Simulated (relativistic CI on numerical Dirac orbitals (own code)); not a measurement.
**Hg3+ (5d9) in a crystal field**

Calculated by Dirac-Coulomb-Breit CI, KLI orbitals optimised for each configuration, model QED, valence Slater integrals scaled by 0.7, one configuration in a parametric crystal field (own radial code).

Field parameters in Wybourne normalisation: D3d B²₀ = −7Dσ, B⁴₀ = −14Dq − 21Dτ, B⁴₃ = −14√(10/7) Dq. The field is a parameter set, without covalency.

S is read from ⟨S²⟩ = S(S + 1).

Levels (cm⁻¹, degeneracy): 0 (2), 386 (2), 27992 (2), 36754 (2), 41043 (2).

Q: Which field gives this pattern?
A. D3d, 10Dq = 31600, Dσ = 110, Dτ = 260 cm⁻¹
B. D3d, 10Dq = 31600, Dσ = 1200, Dτ = 260 cm⁻¹
C. D3d, 10Dq = 31600, Dσ = -330, Dτ = 260 cm⁻¹
D. D3d, 10Dq = 31600, Dσ = -760, Dτ = 260 cm⁻¹

A: B. D3d, 10Dq = 31600, Dσ = 1200, Dτ = 260 cm⁻¹, ground level with S = 0.50.
